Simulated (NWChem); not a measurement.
Program: NWChem. System: Cl3Ga, charge 0, spin multiplicity 1, at a geometry optimised with B3LYP/def2-SVP. The structure started from a generated list of species. Level: MP2/def2-TZVP, 24 core orbitals frozen.

The NWChem input:

```
start mol
memory heap 200 mb stack 900 mb global 1100 mb
geometry units angstroms nocenter noautoz
  Ga     0.000000     0.000000    -0.000005
  Cl     0.000000     0.000000     2.137398
  Cl     1.851053     0.000000    -1.068694
  Cl    -1.851053     0.000000    -1.068694
  symmetry group C2v
end
basis spherical
  * library def2-tzvp
end
scf
  rhf
  nopen 0
  maxiter 100
  thresh 1e-7
  semidirect memsize 60000000 filesize 0
end
mp2
  freeze core 24
end
task mp2 energy
```

Output (cleaned and shortened):

```
             Northwest Computational Chemistry Package (NWChem) 7.3.0
             --------------------------------------------------------

                                NWChem Input Module
                                -------------------

 Scaling coordinates for geometry "geometry" by  1.889725989
 (inverse scale =  0.529177249)

 Turning off AUTOSYM since
 SYMMETRY directive was detected!

                             Geometry "geometry" -> ""
                             -------------------------

 Output coordinates in angstroms (scale by  1.889725989 to convert to a.u.)

  No.       Tag          Charge          X              Y              Z
 ---- ---------------- ---------- -------------- -------------- --------------
    1 Ga                  31.0000     0.00000000     0.00000000    -0.00000500
    2 Cl                  17.0000     0.00000000     0.00000000     2.13739800
    3 Cl                  17.0000     1.85105300     0.00000000    -1.06869400
    4 Cl                  17.0000    -1.85105300     0.00000000    -1.06869400

 Effective nuclear repulsion energy (a.u.)     515.3522613672

            Nuclear Dipole moment (a.u.)
            ----------------------------
        X                 Y               Z
 ---------------- ---------------- ----------------
     0.0000000000     0.0000000000     0.0000283459

      Symmetry information
      --------------------

 Group name             C2v
 Group number             16
 Group order               4
 No. of unique centers     3

      Symmetry unique atoms

     1    2    3


 Summary of "ao basis" -> "" (spherical)
 ------------------------------------------------------------------------------
       Tag                 Description            Shells   Functions and Types
 ---------------- ------------------------------  ------  ---------------------
 *                         def2-tzvp                  on all atoms

 Summary of "ao basis" -> "ao basis" (spherical)
 ------------------------------------------------------------------------------
       Tag                 Description            Shells   Functions and Types
 ---------------- ------------------------------  ------  ---------------------
 Ga                        def2-tzvp                16       48   6s5p4d1f
 Cl                        def2-tzvp                13       37   5s5p2d1f

                                 NWChem SCF Module
                                 -----------------

  ao basis        = "ao basis"
  functions       =   159
  atoms           =     4
  closed shells   =    41
  open shells     =     0
  charge          =   0.00
  wavefunction    = RHF
  use symmetry    = T
  symmetry adapt  = T

 Summary of "ao basis" -> "ao basis" (spherical)
 ------------------------------------------------------------------------------
       Tag                 Description            Shells   Functions and Types
 ---------------- ------------------------------  ------  ---------------------
 Ga                        def2-tzvp                16       48   6s5p4d1f
 Cl                        def2-tzvp                13       37   5s5p2d1f

      Symmetry analysis of basis
      --------------------------

        a1         62
        a2         20
        b1         45
        b2         32

 Forming initial guess at       0.2s

      Superposition of Atomic Density Guess
      -------------------------------------

 Sum of atomic energies:       -3301.65775010

      Non-variational initial energy
      ------------------------------
[...]
    20      0.919411  1 Ga py                17      0.370096  1 Ga py
    67     -0.263124  2 Cl py               104     -0.263125  3 Cl py
   141     -0.263125  4 Cl py

 Vector   43  Occ=0.000000D+00  E= 5.169078D-02  Symmetry=a1
              MO Center=  2.9D-13, -1.8D-13, -1.7D-05, r^2= 4.9D+00
   Bfn.  Coefficient  Atom+Function         Bfn.  Coefficient  Atom+Function
  ----- ------------  ---------------      ----- ------------  ---------------
     6      1.361848  1 Ga s                 68      0.365801  2 Cl pz
    53     -0.352999  2 Cl s                 90     -0.353005  3 Cl s
   127     -0.353005  4 Cl s                  5      0.336815  1 Ga s
   103      0.316799  3 Cl px               140     -0.316799  4 Cl px
     4     -0.214921  1 Ga s                105     -0.182898  3 Cl pz

 Vector   44  Occ=0.000000D+00  E= 1.686094D-01  Symmetry=a1
              MO Center=  2.9D-10,  1.2D-14, -6.4D-02, r^2= 7.8D+00
   Bfn.  Coefficient  Atom+Function         Bfn.  Coefficient  Atom+Function
  ----- ------------  ---------------      ----- ------------  ---------------
    21      1.761218  1 Ga pz                53     -1.040004  2 Cl s
    90      0.520001  3 Cl s                127      0.520001  4 Cl s
    68      0.459532  2 Cl pz               103     -0.335124  3 Cl px
   140      0.335124  4 Cl px                18      0.203543  1 Ga pz

 center of mass
 --------------
 x =   0.00000000 y =   0.00000000 z =   0.00000006

 moments of inertia (a.u.)
 ------------------
         855.735843946125           0.000000000000           0.000000000000
           0.000000000000        1711.485483681185           0.000000000000
           0.000000000000           0.000000000000         855.749639735060

  Mulliken analysis of the total density
  --------------------------------------

    Atom       Charge   Shell Charges
 -----------   ------   -------------------------------------------------------
    1 Ga  31    30.04   2.00  2.00  1.16  0.81  0.64  0.08  5.98  4.45  1.55  0.85  0.13  8.91  1.12  0.12  0.16  0.08
    2 Cl  17    17.32   2.01  0.45  1.52  1.09  0.86  4.18  1.69  1.07  2.86  1.56  0.01  0.02  0.00
    3 Cl  17    17.32   2.01  0.45  1.52  1.09  0.86  4.18  1.69  1.07  2.86  1.56  0.01  0.02  0.00
    4 Cl  17    17.32   2.01  0.45  1.52  1.09  0.86  4.18  1.69  1.07  2.86  1.56  0.01  0.02  0.00

       Multipole analysis of the density wrt the origin
       ------------------------------------------------

     L   x y z        total         open         nuclear
     -   - - -        -----         ----         -------
     0   0 0 0     -0.000000      0.000000     82.000000

     1   1 0 0     -0.000000      0.000000      0.000000
     1   0 1 0     -0.000000      0.000000      0.000000
     1   0 0 1     -0.000019      0.000000      0.000028

     2   2 0 0    -43.703309      0.000000    416.020083
     2   1 1 0     -0.000000      0.000000      0.000000
     2   1 0 1     -0.000000      0.000000      0.000000
     2   0 2 0    -37.830160      0.000000      0.000000
     2   0 1 1     -0.000000      0.000000      0.000000
     2   0 0 2    -43.703295      0.000000    416.013376

                   NWChem MP2 Semi-direct Energy/Gradient Module
                   ---------------------------------------------

  Basis functions       =    159
  Molecular orbitals    =    159
  Frozen core           =     24
  Frozen virtuals       =      0
  Active alpha occupied =     17
  Active beta occupied  =     17
  Active alpha virtual  =    118
  Active beta virtual   =    118
  Use MO symmetry       = T
  Use skeleton AO sym   = T

  AO/Fock/Back tols     =   1.0D-09  1.0D-09  1.0D-09

 GA uses MA = F    GA memory limited = T

 Available:
  local mem=  1.26D+08
 global mem=  1.44D+08
 local disk=  0.00D+00
  mp2_memr nvloc                   118
  nvloc new                   118
   1 passes of  17:        5242880                     151833                  79228099.
   1 passes of  17: M    126142502           G      144128638           F     120899622.

 Semi-direct pass number   1 of   1  for RHF alpha+beta  at       10.4s
  vrange nnbf                 11610
  mp2_eaftype                   302  avail_ma_in_mb                  1099
 EAF : mp2_eaftype filesize         302   39614049.
  mp2_eaf for mointskh                    302
Node 0 wrote    186.3 Mb in      0.1 s     Agg I/O rate:  2391.0 Mb/s
 Done moints_semi at       38.3s
  mp2_eaftype                   302  avail_ma_in_mb                   797
 EAF : mp2_eaftype filesize         302   39614049.
  mp2_eaf for kh                   302
 Done maket at       39.5s
 Done multipass loop at       39.5s

          -------------------------------------------
          SCF energy               -3301.970967252120
          Correlation energy          -0.760634112966
          Singlet pairs               -0.444087844348
          Triplet pairs               -0.316546268618
          Total MP2 energy         -3302.731601365086
          -------------------------------------------

          ---------------------------------------------------
                    Spin Component Scaled (SCS) MP2
          Same spin pairs                     -0.211030845745
          Same spin scaling factor             0.333333333333
          Opposite spin pairs                 -0.549603267220
          Opposite spin scaling fact.          1.200000000000
          SCS-MP2 correlation energy          -0.729867535913
          Total SCS-MP2 energy             -3302.700834788033
          ---------------------------------------------------

 -----------------------
 Performance information
 -----------------------

 Timer overhead =  2.41D-07 seconds/call

               Nr. of calls         CPU time (s)                 Wall time (s)                GFlops
             ---------------    -------------------     ------------------------------   -------------------
Name         Min   Avg   Max    Min     Avg     Max     Min     Avg     Max   Mx/calls   Min     Max     Sum
mp2: moin     1     1     1    28.     28.     28.      28.     28.     28.     28.      0.0     0.0     0.0
mp2: make     1     1     1    1.2     1.2     1.2      1.2     1.2     1.2     1.2      0.0     0.0     0.0
mp2: tota     1     1     1    29.     29.     29.      29.     29.     29.     29.      0.0     0.0     0.0

 The average no. of pstat calls per process was 3.00D+00
 with a timing overhead of 7.24D-07s

 Task  times  cpu:       39.5s     wall:       39.5s

 Total times  cpu:       39.5s     wall:       39.5s
```
